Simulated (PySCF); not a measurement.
# Computed structure and properties of Tb(OH)3(NH3)

System: Tb(OH)3(NH3) (singlet in the valence; each metal's 4f electrons, 8 of them, lie in its core potential, out of spins and levels); start: template (C1). Method: PySCF 2.14.0, RKS PBE0, Tb lcecp-1-SVP with ECP54, O def2-SVP, H def2-SVP, N def2-SVP; non-relativistic Hamiltonian with scalar-relativistic core potentials where named; density fitting; no spin-orbit coupling.

Input of the relaxation:

```python
mol = gto.M(atom='''
Tb     0.01627    -0.01517     0.01297
O      1.26607     1.23463     1.26277
H      1.78577     1.50683     2.02997
O     -1.23353    -1.26497     1.26277
H     -1.75323    -1.53717     2.02997
O      1.26607    -1.26497    -1.23683
H      1.78577    -2.03217    -1.50903
N     -1.43863     1.43973    -1.44193
H     -2.05183     2.05293    -0.90493
H     -0.90163     2.05293    -2.05513
H     -2.05183     0.90273    -2.05513''',
    basis={'Tb': 'lcecp-1-SVP', 'O': 'def2-SVP', 'H': 'def2-SVP', 'N': 'def2-SVP'},
    ecp={'Tb': 'lcecp-1-SVP'},
    charge=0, spin=0)
mf = dft.RKS(mol, xc='PBE0')
mf.grids.atom_grid = (50, 194)  # f atoms: unpruned, at least (60, 302)
mf = mf.density_fit()  # fitting sets: Tb AutoAux, O def2-universal-JKFIT, H def2-universal-JKFIT, N def2-universal-JKFIT
mf.conv_tol = 1e-08; mf.max_cycle = 55
mf.kernel(dm0)  # dm0: converged density of the start geometry
# quasi-Newton relaxation in Cartesian coordinates to a largest gradient under 0.00045 Eh/bohr, steps kept in the point group
```

Run from Python with OMP_NUM_THREADS=2; the lines above give its settings. Where DIIS fails, smearing, a level shift and second-order steps follow.
It took 120 s on 2 threads of Arm Neoverse V1 (shared host), from the converged density of the start.

Course of the relaxation:

| step | energy above end (eV) | largest force component within the symmetry (eV/Å) |
| --- | --- | --- |
| 0 | 0.4950 | 1.757 |
| 1 | 0.2185 | 0.951 |
| 2 | 0.1227 | 0.432 |
| 3 | 0.1063 | 0.687 |
| 4 | 0.0784 | 0.184 |
| 5 | 0.0511 | 0.309 |
| 6 | 0.0360 | 0.326 |
| 7 | 0.0236 | 0.267 |
| 14 | 0.0006 | 0.056 |
| 15 | 0.0003 | 0.026 |
| 16 | 0.0002 | 0.024 |
| 17 | 0.0001 | 0.029 |
| 18 | 0.0000 | 0.025 |
| 19 | 0.0000 | 0.017 |
(The steps between are left out.)

Relaxed geometry (nearly C3v):

```xyz
11

Tb    0.1595   -0.2042    0.2539
O     1.1896    1.3221    1.2148
H     1.7053    1.9546    1.7111
O    -1.4217   -1.1146    1.2473
H    -2.0763   -1.5822    1.7628
O     1.1282   -1.2565   -1.2522
H     1.6263   -1.7816   -1.8756
N    -1.2457    1.2688   -1.2479
H    -1.8429    1.8974   -0.7094
H    -0.6738    1.8527   -1.8593
H    -1.8594    0.7188   -1.8500
```

```csv
contact,Å
Tb1–O2 (OH),2.077
Tb1–O4 (OH),2.077
Tb1–O6 (OH),2.077
Tb1–N8 (NH3),2.530
```

On the finer grid (75, 302):

```yaml
HOMO: -6.98 eV
LUMO: -0.21 eV
Dipole_about_the_centre_of_mass: 4.20 D
Set_of_Mulliken_populations_of_Tb1_outside_the_core_potential: s 2.18, p 6.43, d 1.38, f 0.09
D3_BJ_dispersion_energy_not_in_the_energies: -0.158 eV
```

| atom | Mulliken (e) | Löwdin (e) | spin (e) |
| --- | --- | --- | --- |
| Tb1 | 0.92 | 0.47 | 0.00 |
| O2 | -0.54 | -0.33 | 0.00 |
| H3 | 0.17 | 0.07 | 0.00 |
| O4 | -0.54 | -0.33 | 0.00 |
| H5 | 0.17 | 0.07 | 0.00 |
| O6 | -0.54 | -0.33 | 0.00 |
| H7 | 0.17 | 0.07 | 0.00 |
| N8 | -0.30 | -0.02 | 0.00 |
| H9 | 0.17 | 0.11 | 0.00 |
| H10 | 0.17 | 0.11 | 0.00 |
| H11 | 0.17 | 0.11 | 0.00 |

The 4f levels lie in the core potential and are missing. Their spin isn't counted.

No frequency check is given for this geometry.

Taking off one OH (charge -1, singlet; the rest: singlet) in vacuum, both parts rigid, costs 10.45 eV; the small basis without counterpoise inflates it. Most of it is the attraction of opposite charges; other ways to part are cheaper, and one spin state was tried for the rest.

Rigid scan of OH along the line from its metal:

distance to O2 (Å), energy (eV) and a bar:
```
     1.78      1.329 #########
     1.88      0.506 ###
     1.98      0.109 #
     2.08      0.000 
     2.18      0.081 #
     2.28      0.284 ##
     2.48      0.883 ######
     2.78      1.919 #############
     3.18      3.185 ######################
     3.68      4.423 ##############################
```

Taking off one NH3 (charge 0, singlet; the rest: singlet) in vacuum, both parts rigid, costs 1.34 eV; the small basis without counterpoise inflates it.

Rigid scan of NH3 along the line from its metal:

distance to N8 (Å), energy (eV) and a bar:
```
     2.23      0.337 ###########
     2.33      0.129 ####
     2.43      0.028 #
     2.53      0.000 
     2.63      0.020 #
     2.73      0.071 ##
     2.93      0.217 #######
     3.23      0.459 ##############
     3.63      0.728 #######################
     4.13      0.954 ##############################
```

One start shape was tried, so this needn't be the lowest isomer.

An lcecp potential fixes the number of 4f electrons, so in runs with it no electron can move into or out of that shell.
